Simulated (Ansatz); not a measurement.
Spectroscopic constants of HF-, multiplicity 2 (lowest of 2S+1 = 2, 4 at CCSD(T)/def2-TZVPP on PBE0 minima; our sources give no spin for the ground state, which may be another).

The constants come from a fifth-degree fit in 1/R (seven points, main isotopes). Runs in def2 and cc sets follow the lowest solution found near the PBE0 minimum.

Cores are frozen in the correlated methods.

The values were computed with Ansatz (a quantum-chemistry and plane-wave program). Each number belongs to the level named beside it.

**Question.** What bond length and harmonic frequency does SVWN5/def2-TZVPP give?

**Answer.** r_e = 1.188 Å, ω_e = 1003 cm⁻¹.

**Question.** What bond length and harmonic frequency does PBE0/def2-TZVPP give?

**Answer.** r_e = 1.205 Å, ω_e = 666 cm⁻¹.

**Question.** What bond length and harmonic frequency does CCSD(T)/def2-TZVPP give?

**Answer.** r_e = 1.177 Å, ω_e = 783 cm⁻¹.
